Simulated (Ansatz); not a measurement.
Two isomers of GeH6OSSi: A = `[OH][GeH2][SiH2]S`, B = `O[SiH2][GeH2][SH]`.

Calculated with Ansatz (gas phase, PBE0-D4/def2-TZVP geometries, no zero-point term in ΔE). CCSD(T)/CBS is the MP2 limit (def2-TZVPP, def2-QZVPP) plus CCSD(T) − MP2 in def2-TZVPP, frozen cores. DFT in def2-TZVPP. For Ge outer-core shells are correlated without core-valence functions, which leaves a few kJ/mol of doubt a bond. Scalar relativity is left out up to krypton. Each species was taken in one conformer, which may not be the lowest.

(1) Which isomer does CCSD(T)/CBS put lower? Give the gap. (Best estimate.)

(2) Give E(B) − E(A) in kcal/mol with ωB97M-V, HF/def2-TZVPP, CCSD(T)/def2-TZVPP, CCSD/def2-TZVPP, B2PLYP, PBE-D4, MP2/def2-TZVPP. (An estimate is asked.)

Largest T1 diagnostic: 0.012.

Answers

(1) Computed: B, by 11.3 kcal/mol.

(2) Computed: ωB97M-V -11.2, HF/def2-TZVPP -13.8, CCSD(T)/def2-TZVPP -11.1, CCSD/def2-TZVPP -11.7, B2PLYP -11.6, PBE-D4 -9.8, MP2/def2-TZVPP -11.1. None reverses the order clearly.

From PBE to PBE0 (25 % exact exchange), in def2-TZVPP and without D4, E(B) − E(A) moves by −0.8 kcal/mol. In def2-TZVPP, CCSD(T) changes the Hartree–Fock value by +2.7 kcal/mol (the triples alone add +0.6 kcal/mol) and MP2 by +2.8 kcal/mol.
